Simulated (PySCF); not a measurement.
# Spinor energies of Er²⁺ (erbium, charge +2)

Start: [Xe] 4f12; 4f5/2 filled at m_j = -5/2, -3/2, -1/2, +1/2, +3/2, +5/2; 4f7/2 filled at m_j = -3/2, -1/2, +1/2, +3/2, +5/2, +7/2. Calculated with PySCF 2.14 in x2c-TZVPPall-2c: generalised Hartree-Fock with the X2C-1e Hamiltonian and a Gaussian nucleus; one run each with spin-orbit coupling (SO) switched off, then screened by Boettger's factors.

```tsv
spinor shell	electrons	ε, spin-free (eV)	ε, screened SO (eV)	weight of nominal j (screened SO)	rms radius, screened SO (bohr)
1s1/2	2	-57790.9	-57777.7	1.000	0.0231
2s1/2	2	-9848.8	-9844.8	1.000	0.0935
2p1/2	2	-8709.6	-9359.2	1.000	0.0798
2p3/2	4	-8709.6	-8437.2	1.000	0.0866
3s1/2	2	-2271.8	-2270.6	1.000	0.240
3p1/2	2	-1918.7	-2057.6	1.000	0.231
3p3/2	4	-1918.7	-1859.6	1.000	0.245
3d3/2	4	-1474.0	-1499.6	1.000	0.218
3d5/2	6	-1474.0	-1455.9	1.000	0.222
4s1/2	2	-485.51	-485.16	1.000	0.541
4p1/2	2	-366.92	-399.18	0.998	0.554
4p3/2	4	-366.92	-353.11	0.999	0.585
4d3/2	4	-204.84	-211.51	0.980	0.625
4d5/2	6	-204.84	-200.15	0.987	0.637
5s1/2	2	-76.851	-76.804	1.000	1.36
5p1/2	2	-46.669	-50.961	0.990	1.53
5p3/2	4	-46.669	-44.865	0.995	1.64
4f5/2	6	-27.719	-28.792	0.895	0.889
4f7/2	6	-27.719	-26.554	0.911	0.916
```

| quantity | spin-free | screened SO |
| --- | --- | --- |
| E (hartree) | -13076.05447 | -13086.95032 |
| M_J | 6 | 6 |
| ⟨J²⟩ | 42.014 | 42.015 |
| ⟨L²⟩ | 30.012 | 30.184 |
| ⟨S²⟩ | 2.003 | 2.081 |

Each row is a mean over spinors that exchange with the open shell spreads, by up to 12.983 eV (4d5/2).

Rows whose weight is well below 1 are mixtures of j = l ± 1/2: exchange outweighs spin-orbit coupling there, and the label is only the starting occupation.

Breit and QED terms are absent; they matter most for the inner s and p1/2 levels.

Densities and radii are taken from the X2C orbitals without a picture-change correction, which distorts them close to the nucleus.

Without spin-orbit coupling the j labels of p, d and f shells carry no meaning; the spin-free column gives the mean over the occupied spinors of each nl shell.
